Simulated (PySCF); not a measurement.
A side-by-side comparison of computed properties.

First species: C4H6F3PSi.
Numbering: `[F:1][C:2]([F:3])([F:4])[CH2:5][P:6]=[C:7]=[CH:8][SiH3:9]` (hydrogens: H10, H11 on C5; H12 on C8; H13, H14, H15 on Si9)

Structure used (GFN2-xTB), in Å, numbered top down from 1:
```
atom  x, y, z in Å
F1    -3.030   -0.865    1.095
C2    -2.468   -0.402   -0.032
F3    -3.453   -0.358   -0.950
F4    -1.618   -1.351   -0.451
C5    -1.808    0.937    0.161
P6    -0.632    0.889    1.659
C7     0.542   -0.050    0.995
C8     1.556   -0.711    0.542
Si9    3.033    0.079   -0.350
H10   -2.592    1.672    0.354
H11   -1.278    1.203   -0.754
H12    1.581   -1.791    0.628
H13    3.063   -0.469   -1.708
H14    4.236   -0.303    0.390
H15    2.862    1.530   -0.372
```

Second species: 1,3-propanediol, C3H8O2.
Numbering: `[OH:1][CH2:2][CH2:3][CH2:4][OH:5]` (hydrogens: H6 on O1; H7, H8 on C2; H9, H10 on C3; H11, H12 on C4; H13 on O5)

Levels: PBE0/pcSseg-1 for dipole moment, HOMO energy, LUMO energy and HOMO–LUMO gap; GFN2-xTB for rotational constant A and rotational constant C. Geometries: GFN2-xTB. All species are isolated and taken at one optimised geometry, non-relativistic unless stated. Electronic properties by PySCF.

The conformers computed, where there is a choice (atom-mapped SMILES and torsion angles):
- `[F:1][C:2]([F:3])([F:4])[CH2:5][P:6]=[C:7]=[CH:8][SiH3:9]`: F1–C2–C5–P6 51°, C2–C5–P6–C7 71°
- `[OH:1][CH2:2][CH2:3][CH2:4][OH:5]`: O1–C2–C3–C4 66°, C2–C3–C4–O5 -62°, H–O1–C2–C3 -53°, H–O5–C4–C3 -62°

```
             property   column X   column Y
        dipole moment     2.46 D     2.59 D
          HOMO energy   -7.29 eV   -7.43 eV
          LUMO energy   -1.62 eV    1.16 eV
        HOMO–LUMO gap    5.67 eV    8.59 eV
rotational constant A  2.175 GHz  7.633 GHz
rotational constant C  0.497 GHz  2.916 GHz
```

**Question.** Which column belongs to which species?

**Answer.** Column X is the first species and column Y the second. The first has 15 atoms and 86 electrons, the second 13 and 42.

**Question.** How does each property change from the first species to the second?

**Answer.** dipole moment +0.13 D; HOMO energy -0.14 eV; LUMO energy +2.78 eV; HOMO–LUMO gap +2.92 eV; rotational constant A +5.458 GHz; rotational constant C +2.419 GHz.

On the first: A dipole of 2.46 D is allowed in C1, and pure rotational transitions are dipole-allowed. The dipole matches unit charges of opposite sign 0.51 Å apart (1 e·Å = 4.8032 D).

On the second: In atomic units the dipole is 1.02 e·bohr (1 au = 2.5417 D).
